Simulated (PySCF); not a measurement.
`N#C/C=N/[SiH3]`. Computed geometry: GFN2-xTB, gas phase.

```
atom  x, y, z in Å
N1     3.4575    0.3512   -0.0273
C2     2.3511    0.0544   -0.0472
C3     0.9844   -0.3470   -0.0502
N4     0.0936    0.3733   -0.5561
Si5   -1.6134    0.2214   -0.7361
H6     0.8157   -1.3248    0.4256
H7    -2.0983    1.4018   -0.0299
H8    -2.2045   -1.0050   -0.1883
H9    -1.7726    0.2806   -2.1846
```

Q: Work out the bond lengths N1≡C2, C2–C3, C3=N4, C3–H6, N4–Si5, Si5–H7, Si5–H8, Si5–H9 in bohr.

A: For N1≡C2 the difference vector is (-1.1064, -0.2968, -0.0199) Å, of length 1.1457 Å. 1 bohr = 0.529177 Å. N1≡C2 2.165; C2–C3 2.692; C3=N4 2.367; C3–H6 2.080; N4–Si5 3.256; Si5–H7 2.756; Si5–H8 2.773; Si5–H9 2.756 bohr.

Q: Give the dihedral angles C3–N4–Si5–H8, C3–N4–Si5–H7, C2–C3–N4–Si5, H6–C3–N4–Si5.

A: C3–N4–Si5–H8 0° (synperiplanar); C3–N4–Si5–H7 121° (anticlinal); C2–C3–N4–Si5 180° (antiperiplanar); H6–C3–N4–Si5 0° (synperiplanar). Dihedral signs follow IUPAC: positive where, seen along the central bond, the front bond turns clockwise onto the rear one.

Q: How far are the heavy atoms from their best plane (unweighted least squares)?

A: 0.001 Å rms; none is more than 0.002 Å off.

Q: What are the angles N1–C2–C3, C2–C3–H6, C2–C3–N4, H8–Si5–H9, N4–Si5–H8, H7–Si5–H8, N4–Si5–H9?

A: From the scalar product of the two bond vectors; for N1–C2–C3 it is -1.6313 Å² over 1.1457 × 1.4244 Å², cos θ = -0.999606. N1–C2–C3 178.4°; C2–C3–H6 113.4°; C2–C3–N4 121.4°; H8–Si5–H9 111.1°; N4–Si5–H8 115.7°; H7–Si5–H8 111.2°; N4–Si5–H9 102.0°.

Q: What is the repulsion energy of the bare nuclei, Σ ZA·ZB/RAB?

A: 180.87 Eh over 36 pairs, with full nuclear charges and distances in bohr; the largest single term is 30.10 Eh (N4 with Si5).

Q: Write the matrix of distances between heavy atoms (Å, lower triangle).

A: 
```
N1    0.000
C2    1.146  0.000
C3    2.570  1.424  0.000
N4    3.405  2.336  1.252  0.000
Si5   5.122  4.027  2.746  1.723  0.000
```

The point group is Cs within 0.08 Å; differences among equivalent distances and angles are scatter left by the optimiser. Not checked by GFN2-xTB frequencies.
